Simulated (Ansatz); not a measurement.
`[O]=[V]([OH])([F])[Cl]` + CH₃OH → `C[O][V](=[O])([OH])[F]` + HCl at 500 K and 1 bar (ligand exchange at a V–Cl bond).

Program: Ansatz. Geometries: PBE0-D4/def2-TZVP. ΔE: electronic, gas phase. CBS: MP2 limit from def2 TZ/QZ plus the TZ coupled-cluster correction, frozen cores. This one scheme is used for every species. For V outer-core shells are correlated without core-valence functions, which leaves a few kJ/mol of doubt a bond. Scalar relativity is left out up to krypton. One conformer a species, not always the lowest.

| species | CCSD(T)/CBS energy (Eh) | H − E (kJ/mol) | S (J/(mol·K)) |
| --- | --- | --- | --- |
| `[O]=[V]([OH])([F])[Cl]` | -1654.14507 | 95.4 | 385.4 |
| CH₃OH | -115.61712 | 157.0 | 265.4 |
| `C[O][V](=[O])([OH])[F]` | -1309.38208 | 213.7 | 440.3 |
| HCl | -460.38127 | 32.5 | 201.9 |

H − E and S are ideal-gas, rigid-rotor, harmonic terms from PBE0-D4/def2-TZVP, for one conformer and one mirror image of each species. 1 Eh = 2625.50 kJ/mol, R = 8.31446 J/(mol·K).

**Question.** By hand: ΔE, ΔH, ΔS and ΔG.

**Answer.** ΔE = (-1309.38208) + (-460.38127) − (-1654.14507) − (-115.61712) = -0.00116 Eh = -3.0 kJ/mol. Δ(H − E) = 213.7 + 32.5 − 95.4 − 157.0 = -6.2, so ΔH = -9.2 kJ/mol. ΔS = 440.3 + 201.9 − 385.4 − 265.4 = -8.6 J/(mol·K). ΔG = -9.2 − 500 × (-8.6)/1000 = -4.9 kJ/mol.

**Question.** By hand: the equilibrium constant, and the temperature at which ΔG would vanish if ΔH and ΔS stayed fixed.

**Answer.** log₁₀ K = −ΔG/(RT ln 10) = 0.5. ΔG = 0 at ΔH/ΔS = 1070 K, though so small a ΔH makes that figure unsure.

TΔS isn't small against ΔH here. The sign of ΔG lies within the doubt. A doubt of 5 kJ/mol in ΔE shifts log₁₀ K by 0.5 here. Other conformers and mirror images would add mixing entropy, several J/(mol·K) or more a flexible species. These are equilibria of isolated gas molecules and say nothing of rates. Largest T1 diagnostic: 0.032 (customary marks: 0.02 for closed shells, 0.045 for open ones).
